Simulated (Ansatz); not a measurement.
Start from `CC[Si]CC` and change one atom or group to get `CC[Si]SC`.

Ansatz, PBE0-D4/def2-TZVP geometries, multiplicity 1. Each molecule was computed in one conformer, which needn't be the lowest.

```json
{"property": "HOMO–LUMO gap (PBE/def2-TZVPP) / eV", "`CC[Si]CC`": "1.91"}
{"property": "HOMO–LUMO gap (PBE0/def2-TZVPP) / eV", "`CC[Si]CC`": "3.79"}
{"property": "LUMO energy (ωB97M-V/def2-TZVPP) / eV", "`CC[Si]CC`": "-0.06"}
{"property": "size of the dipole moment (PBE/def2-TZVPP) / D", "`CC[Si]CC`": "1.53"}
{"property": "LUMO energy (B3LYP/def2-TZVPP) / eV", "`CC[Si]CC`": "-2.18"}
{"property": "HOMO energy (ωB97M-V/def2-TZVPP) / eV", "`CC[Si]CC`": "-7.86"}
```

Question: What does the change do to each property? (Best estimate.)

Answer: Ansatz gave: 
```csv
property,`CC[Si]SC`,shift
HOMO–LUMO gap (PBE/def2-TZVPP) / eV,2.55,0.64
HOMO–LUMO gap (PBE0/def2-TZVPP) / eV,4.36,0.57
LUMO energy (ωB97M-V/def2-TZVPP) / eV,0.01,0.07
size of the dipole moment (PBE/def2-TZVPP) / D,2.73,1.20
LUMO energy (B3LYP/def2-TZVPP) / eV,-2.06,0.12
HOMO energy (ωB97M-V/def2-TZVPP) / eV,-8.34,-0.48
```

With PBE0 the HOMO falls by 0.49 eV and the LUMO rises by 0.09 eV, so the gap widens by about 0.58 eV. PBE moves the HOMO by -0.48 eV and ωB97M-V by -0.48 eV. The zero-point energy changes by -64.9 kJ/mol with -6 modes. Dipoles are sizes alone; their direction can turn.

B3LYP here is the variant with VWN-RPA as its local correlation; programs differ in this.
